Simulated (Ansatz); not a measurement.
One change: `[CH3][Ti]([F])([F])[Cl]` becomes `C#[C][Ti]([F])([F])[Cl]`.

Ansatz, PBE0-D4/def2-TZVP geometries, multiplicity 1. 

Scalar relativity is left out up to krypton.

```
                                      property  `[CH3][Ti]([F])([F])[Cl]`
           HOMO–LUMO gap (PBE/def2-TZVPP) / eV                       3.53
            LUMO energy (PBE0/def2-TZVPP) / eV                      -2.84
zero-point energy (PBE0-D4/def2-TZVP) / kJ/mol                      107.3
         LUMO energy (ωB97M-V/def2-TZVPP) / eV                      -0.54
             LUMO energy (PBE/def2-TZVPP) / eV                      -3.88
size of the dipole moment (PBE/def2-TZVPP) / D                       1.36
```

Question: Give the same properties after the change, and the shifts. (Best estimate.)

Answer: The calculation gave: 
```
                                      property  `C#[C][Ti]([F])([F])[Cl]`  shift
           HOMO–LUMO gap (PBE/def2-TZVPP) / eV                       3.32  -0.21
            LUMO energy (PBE0/def2-TZVPP) / eV                      -3.54  -0.70
zero-point energy (PBE0-D4/def2-TZVP) / kJ/mol                       64.7  -42.6
         LUMO energy (ωB97M-V/def2-TZVPP) / eV                      -1.40  -0.86
             LUMO energy (PBE/def2-TZVPP) / eV                      -4.34  -0.46
size of the dipole moment (PBE/def2-TZVPP) / D                       1.65   0.29
```

With PBE0 the HOMO rises by 0.06 eV and the LUMO falls by 0.70 eV, so the gap narrows by about 0.76 eV. PBE moves the HOMO by -0.25 eV and ωB97M-V by 0.24 eV. The zero-point energy changes by -42.6 kJ/mol with -3 modes. Dipoles are sizes alone; their direction can turn.
